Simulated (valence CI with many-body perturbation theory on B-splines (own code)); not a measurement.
# Al⁵⁺: calculated level list

Method: valence CI with perturbative core correlation (CI+MBPT): six valence electrons over a frozen Dirac-Fock core [He], a basis of 9 s, 9 p, 8 d, 6 f, 3 g, 1 h functions for each j, with the one-electron correlation potential Σ1 (screened to all orders), the two-electron term Σ2, the three-electron term Σ3, Breit, model QED; selected single and double excitations, second order for the rest, scaled by the run's own slope (own B-spline code, finite nucleus).

Set against measurement, 19 paired levels are off by 241 cm⁻¹ on average, the worst by 587. These come from a selection out of NIST levels in Kelleher and Podobedova, J. Phys. Chem. Ref. Data 37, 709 (2008); Martin and Zalubas, J. Phys. Chem. Ref. Data 8, 817 (1979). Levels without a partner in it may be off by more. Among the levels kept, up to 1500 cm⁻¹ of a level comes from second order outside the variational space, and about a tenth of that is noise between levels of different J, which matters for small intervals. 1 measured level below the end of the list, from 1064493 cm⁻¹ on, found no clear computed partner, and computed levels of the same name lie up to 1338 cm⁻¹ from them.

Levels 1 to 45 of 46, with energies above the lowest level, 2s2 2p4 3P_2. "Leading %" is the weight of the configuration and term that name the level; weights of strongly mixed levels are sums over their largest components and can fall short. In the jj column 3d3/2^4 stands for four electrons in 3d with j = 3/2.

```tsv
No.	Configuration	Term	J	E (cm⁻¹)	Leading %	Second component	Leading jj
1	2s2 2p4	3P	2	0	99		2s^2 2p1/2^2 2p3/2^2 (70 %)
2	2s2 2p4	3P	1	2722	99		2s^2 2p1/2 2p3/2^3 (99 %)
3	2s2 2p4	3P	0	3819	99		2s^2 2p3/2^4 (62 %)
4	2s2 2p4	1D	2	41328	99		2s^2 2p1/2 2p3/2^3 (70 %)
5	2s2 2p4	1S	0	88518	96		2s^2 2p1/2^2 2p3/2^2 (60 %)
6	2s 2p5	3P°	2	323070	98		2s 2p1/2^2 2p3/2^3 (98 %)
7	2s 2p5	3P°	1	325550	98		2s 2p1/2 2p3/2^4 (64 %)
8	2s 2p5	3P°	0	326850	98		2s 2p1/2 2p3/2^4 (98 %)
9	2s 2p5	1P°	1	451770	98		2s 2p1/2^2 2p3/2^3 (64 %)
10	2p6	1S	0	755780	94		2p1/2^2 2p3/2^4 (94 %)
11	2s2 2p3 3s	5S°	2	893800	97		2s^2 2p1/2 2p3/2^2 3s (54 %)
12	2s2 2p3 3s	3S°	1	912530	97		2s^2 2p1/2 2p3/2^2 3s (54 %)
13	2s2 2p3 3s	3D°	2	960690	97		2s^2 2p1/2 2p3/2^2 3s (65 %)
14	2s2 2p3 3s	3D°	3	960700	98		2s^2 2p1/2 2p3/2^2 3s (98 %)
15	2s2 2p3 3s	3D°	1	960710	97		2s^2 2p1/2 2p3/2^2 3s (44 %)
16	2s2 2p3 3p	5P	1	968960	97		2s^2 2p1/2 2p3/2^2 3p1/2 (46 %)
17	2s2 2p3 3p	5P	2	969170	97		2s^2 2p1/2 2p3/2^2 3p1/2 (29 %)
18	2s2 2p3 3p	5P	3	969510	97		2s^2 2p1/2 2p3/2^2 3p3/2 (54 %)
19	2s2 2p3 3s	1D°	2	970020	97		2s^2 2p1/2 2p3/2^2 3s (76 %)
20	2s2 2p3 3p	3P	1	986090	97		2s^2 2p1/2^2 2p3/2 3p3/2 (30 %)
21	2s2 2p3 3p	3P	2	986150	97		2s^2 2p1/2 2p3/2^2 3p3/2 (36 %)
22	2s2 2p3 3p	3P	0	986210	97		2s^2 2p1/2 2p3/2^2 3p3/2 (78 %)
23	2s2 2p3 3s	3P°	0	993320	95		2s^2 2p1/2 2p3/2^2 3s (95 %)
24	2s2 2p3 3s	3P°	1	993420	95		2s^2 2p1/2 2p3/2^2 3s (65 %)
25	2s2 2p3 3s	3P°	2	993610	94		2s^2 2p3/2^3 3s (57 %)
26	2s2 2p3 3s	1P°	1	1003000	95		2s^2 2p3/2^3 3s (37 %)
27	2s2 2p3 3p	1P	1	1027500	85	11 % 2s2 2p3 3p 3D	2s^2 2p1/2 2p3/2^2 3p3/2 (33 %)
28	2s2 2p3 3p	3D	2	1030500	96		2s^2 2p1/2 2p3/2^2 3p1/2 (39 %)
29	2s2 2p3 3p	3D	1	1030600	86	11 % 2s2 2p3 3p 1P	2s^2 2p1/2 2p3/2^2 3p3/2 (49 %)
30	2s2 2p3 3p	3D	3	1031000	96		2s^2 2p1/2 2p3/2^2 3p3/2 (66 %)
31	2s2 2p3 3p	3F	2	1036000	96		2s^2 2p1/2 2p3/2^2 3p1/2 (33 %)
32	2s2 2p3 3p	3F	3	1036200	96		2s^2 2p1/2 2p3/2^2 3p1/2 (41 %)
33	2s2 2p3 3p	3F	4	1036500	98		2s^2 2p1/2 2p3/2^2 3p3/2 (98 %)
34	2s2 2p3 3p	1F	3	1039400	97		2s^2 2p1/2 2p3/2^2 3p3/2 (43 %)
35	2s2 2p3 3p	3P	1	1056600	89	7 % 2s2 2p3 3p 3S	2s^2 2p1/2 2p3/2^2 3p3/2 (64 %)
36	2s2 2p3 3p	3P	2	1056900	96		2s^2 2p1/2 2p3/2^2 3p1/2 (46 %)
37	2s2 2p3 3p	3P	0	1056900	96		2s^2 2p1/2^2 2p3/2 3p3/2 (48 %)
38	2s2 2p3 3p	3S	1	1063200	88	7 % 2s2 2p3 3p 3P	2s^2 2p1/2 2p3/2^2 3p3/2 (30 %)
39	2s2 2p3 3d	5D°	4	1064400	97		2s^2 2p1/2 2p3/2^2 3d5/2 (54 %)
40	2s2 2p3 3d	5D°	0	1064400	97		2s^2 2p1/2 2p3/2^2 3d3/2 (54 %)
41	2s2 2p3 3d	5D°	3	1064400	97		2s^2 2p1/2 2p3/2^2 3d5/2 (31 %)
42	2s2 2p3 3d	5D°	2	1064400	97		2s^2 2p1/2 2p3/2^2 3d3/2 (38 %)
43	2s2 2p3 3d	5D°	1	1064400	97		2s^2 2p1/2 2p3/2^2 3d3/2 (49 %)
44	2s2 2p3 3p	1D	2	1067400	60	34 % 2s2 2p3 3p 3D	2s^2 2p1/2^2 2p3/2 3p1/2 (34 %)
45	2s2 2p3 3p	3D	1	1068600	94		2s^2 2p1/2 2p3/2^2 3p1/2 (78 %)
```

Names give the largest LS component (configuration and term), which can be under half, so a name can repeat, a term be missing and a line seem to break the LS rules; names also repeat where a configuration has a term twice.

The ionisation energy to 2s2 2p3 4S°_3/2 of the next ion comes out as 190.35 eV (NIST: 190.49 ± 0.05 eV (semi-empirical)). All 46 levels together are meant to be complete up to 1069300 cm⁻¹.
